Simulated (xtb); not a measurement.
C4H10Ga (SMILES C[CH2][Ga+][CH2]C), charge +1, singlet, from a rough starting geometry (GFN-xTB shapes and energies of metal compounds can be far from the true ones); GFN2-xTB run with xtb.

The xtb input:
```
$ xtb mol.xyz --gfn 2 --chrg 1 --opt vtight --json

# file mol.xyz
15

Ga    -0.05670448     0.04288706     0.24957462
C      1.64866307    -0.80544258     1.02890983
C      1.62193564    -2.39968430     0.78601859
H      1.58135136    -0.65880132     2.07400772
H      2.45024273    -0.31944522     0.65563253
H      1.68492559    -2.54114836    -0.32062646
H      0.84350947    -2.90909591     1.18316841
H      2.63137187    -2.80465807     1.16372308
C     -1.85013982     0.87844478    -0.67807154
C     -1.53669009     2.29430540    -1.11955789
H     -2.59491498     0.88464356     0.19307325
H     -2.16956830     0.25865507    -1.40044935
H     -0.79186600     2.31635601    -1.84938352
H     -1.18270434     2.99795234    -0.28529874
H     -2.39584449     2.77688533    -1.51844976
```

What the program printed (banner, timings and long lists left out):

```
   ID    Z sym.   atoms
    1   31 Ga     1
    2    6 C      2, 3, 9, 10
    3    1 H      4-8, 11-15

           -------------------------------------------------
          |                Calculation Setup                |
           -------------------------------------------------

           -------------------------------------------------
          |                 G F N 2 - x T B                 |
           -------------------------------------------------

          ...................................................
          :                      SETUP                      :
          :.................................................:
          :  # basis functions                  36          :
          :  # atomic orbitals                  35          :
          :  # shells                           21          :
          :  # electrons                        28          :
          :  max. iterations                   250          :
          :  Hamiltonian                  GFN2-xTB          :
          :  restarted?                      false          :
          :  GBSA solvation                  false          :
          :  PC potential                    false          :
          :  electronic temp.          300.0000000     K    :
          :  accuracy                    1.0000000          :
          :  -> integral cutoff          0.2500000E+02      :
          :  -> integral neglect         0.1000000E-07      :
          :  -> SCF convergence          0.1000000E-05 Eh   :
          :  -> wf. convergence          0.1000000E-03 e    :
          :  Broyden damping             0.4000000          :
          :  net charge                          1          :
          :  unpaired electrons                  0          :
          ...................................................

 iter      E             dE          RMSdq      gap      omega  full diag
   1    -14.5883129 -0.145883E+02  0.125E+01    2.38       0.0  T
   2    -14.6039290 -0.156161E-01  0.764E+00    2.31       1.0  T
   3    -14.5683789  0.355500E-01  0.273E+00    2.40       1.0  T
   4    -14.5795081 -0.111291E-01  0.150E+00    2.37       1.0  T
   5    -14.6067899 -0.272818E-01  0.363E-01    2.35       1.0  T
   6    -14.6070511 -0.261256E-03  0.138E-01    2.36       1.0  T
   7    -14.6070792 -0.280431E-04  0.666E-02    2.35       1.0  T
   8    -14.6070813 -0.208461E-05  0.742E-03    2.35       3.5  T
   9    -14.6070813 -0.637096E-07  0.729E-03    2.35       3.5  T
  10    -14.6070813 -0.299019E-07  0.169E-03    2.35      15.3  T
  11    -14.6070813  0.176337E-09  0.669E-04    2.35      38.6  T
  12    -14.6070813 -0.164354E-08  0.382E-04    2.35      67.5  T

   *** convergence criteria satisfied after 12 iterations ***

         :::::::::::::::::::::::::::::::::::::::::::::::::::::
         ::                     SUMMARY                     ::
         :::::::::::::::::::::::::::::::::::::::::::::::::::::
         :: total energy             -14.372808512189 Eh    ::
         :: gradient norm              0.214540979943 Eh/a0 ::
         :: HOMO-LUMO gap              2.352641664412 eV    ::
         ::.................................................::
         :: SCC energy               -14.607074373087 Eh    ::
         :: -> isotropic ES            0.089678554835 Eh    ::
         :: -> anisotropic ES         -0.016475936411 Eh    ::
         :: -> anisotropic XC          0.007682073773 Eh    ::
         :: -> dispersion             -0.005922623284 Eh    ::
         :: repulsion energy           0.234265860898 Eh    ::
         :: add. restraining           0.000000000000 Eh    ::
         :: total charge               1.000000000000 e     ::
         :::::::::::::::::::::::::::::::::::::::::::::::::::::

      -----------------------------------------------------------
     |                   =====================                   |
     |                        A N C O P T                        |
[...]
 * total energy  :   -14.4025864 Eh     change       -0.2100995E-06 Eh
 * total energy  :   -14.4025867 Eh     change       -0.3081009E-06 Eh
 * total energy  :   -14.4025872 Eh     change       -0.4587522E-06 Eh
 * total energy  :   -14.4025878 Eh     change       -0.6549906E-06 Eh
 * total energy  :   -14.4025887 Eh     change       -0.8366563E-06 Eh
 * total energy  :   -14.4025896 Eh     change       -0.8867122E-06 Eh
 * total energy  :   -14.4025903 Eh     change       -0.7802718E-06 Eh
 * total energy  :   -14.4025909 Eh     change       -0.5993592E-06 Eh
 * total energy  :   -14.4025913 Eh     change       -0.3829092E-06 Eh
 * total energy  :   -14.4025915 Eh     change       -0.2218589E-06 Eh
 * total energy  :   -14.4025916 Eh     change       -0.1127131E-06 Eh
 * total energy  :   -14.4025917 Eh     change       -0.5854103E-07 Eh
   *** GEOMETRY OPTIMIZATION CONVERGED AFTER 59 ITERATIONS ***
         :: total energy             -14.402591706304 Eh    ::
[...]
        23                         -0.0176929              -0.4814
        24                          0.0070645               0.1922
        25                          0.0122467               0.3333
       ...                                ...                  ...
        35                          0.8069039              21.9570
      -------------------------------------------------------------
                  HL-Gap            0.0846939 Eh            2.3046 eV
             Fermi-level           -0.5047854 Eh          -13.7359 eV

     #   Z          covCN         q      C6AA      α(0)
     1  31 Ga       1.661     0.386   211.718    32.809
     2   6 C        3.645    -0.099    22.767     6.858
     3   6 C        3.758    -0.117    22.792     6.807
     4   1 H        0.924     0.126     1.567     1.958
     5   1 H        0.924     0.124     1.580     1.966
     6   1 H        0.924     0.084     1.938     2.177
     7   1 H        0.924     0.085     1.930     2.172
     8   1 H        0.924     0.105     1.744     2.065
     9   6 C        3.645    -0.099    22.770     6.859
    10   6 C        3.758    -0.117    22.792     6.806
    11   1 H        0.924     0.126     1.567     1.957
    12   1 H        0.924     0.124     1.578     1.964
    13   1 H        0.924     0.084     1.939     2.178
    14   1 H        0.924     0.085     1.932     2.174
    15   1 H        0.924     0.105     1.744     2.065

 Mol. C6AA /au·bohr⁶  :       2133.741365
 Mol. C8AA /au·bohr⁸  :      88665.536406
 Mol. α(0) /au        :         80.815618

Wiberg/Mayer (AO) data.
largest (>0.10) Wiberg bond orders for each atom

 ---------------------------------------------------------------------------
     #   Z sym  total        # sym  WBO       # sym  WBO       # sym  WBO
 ---------------------------------------------------------------------------
     1  31 Ga   2.149 --     2 C    0.796     9 C    0.796
     2   6 C    3.966 --     3 C    1.014     5 H    0.905     4 H    0.904
                             1 Ga   0.796     9 C    0.315
     3   6 C    3.983 --     2 C    1.014     7 H    0.958     6 H    0.957
                             8 H    0.948
     4   1 H    0.983 --     2 C    0.904
     5   1 H    0.984 --     2 C    0.905
     6   1 H    0.992 --     3 C    0.957
     7   1 H    0.992 --     3 C    0.958
     8   1 H    0.968 --     3 C    0.948
     9   6 C    3.966 --    10 C    1.014    12 H    0.905    11 H    0.904
                             1 Ga   0.796     2 C    0.315
    10   6 C    3.983 --     9 C    1.014    14 H    0.958    13 H    0.957
                            15 H    0.948
    11   1 H    0.983 --     9 C    0.904
    12   1 H    0.984 --     9 C    0.905
    13   1 H    0.992 --    10 C    0.957
    14   1 H    0.992 --    10 C    0.958
    15   1 H    0.968 --    10 C    0.948
 ---------------------------------------------------------------------------

Topologies differ in total number of bonds
Writing topology from bond orders to xtbtopo.mol

molecular dipole:
                 x           y           z       tot (Debye)
 q only:       -0.140       0.029       0.304
   full:       -0.165       0.033       0.358       1.005
molecular quadrupole (traceless):
                xx          xy          yy          xz          yz          zz
 q only:        3.602     -10.333       1.941       6.337      -5.524      -5.542
  q+dip:        4.984     -10.556       0.008       6.787      -5.370      -4.993
   full:        2.442      -7.295       1.191       4.273      -3.843      -3.633

optimized geometry written to: xtbopt.xyz

           -------------------------------------------------
          | TOTAL ENERGY              -14.402591706304 Eh   |
          | GRADIENT NORM               0.000049318983 Eh/α |
          | HOMO-LUMO GAP               2.304637719034 eV   |
           -------------------------------------------------

normal termination of xtb
```
